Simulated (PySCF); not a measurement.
A GIAO shielding run with PySCF (density fitting, non-relativistic, gas phase) on SMILES [C@H]1(O[SiH3])CS1, C$_{2}$H$_{6}$OSSi:

```
$ OMP_NUM_THREADS=1 python probes_run.py task.json out

{"job": {"kind": "nmr", "xc": "PBE0", "basis": "pcSseg-1"}, "charge": 0, "multiplicity": 1}
Si     1.924873     0.442400    -0.017155
O      0.375638     0.253518     0.478361
C     -0.599317    -0.551899     0.013763
C     -1.984977    -0.037344    -0.061918
S     -1.222508    -0.306516    -1.673526
H      1.959019     0.897003    -1.404778
H      2.312180     1.438554     0.965903
H      2.639336    -0.830994     0.096295
H     -0.452568    -1.605817     0.246234
H     -2.806716    -0.698673     0.177539
H     -2.139536     1.002439     0.193238
```

Hardware: 1 thread of an Intel Xeon Platinum 8488C, shared host. The job also computes population analyses, field gradients, ring-centre shieldings.

Question: How large is the calculation?

Answer: 56 electrons, 129 basis functions and 717 auxiliary functions.

Question: How long does it take, and how much memory does it need?

Answer: 11 s of wall time, with 13 SCF cycles and 5 response iterations; peak memory 0.64 GiB. Times on a shared host scatter by some tens of per cent.
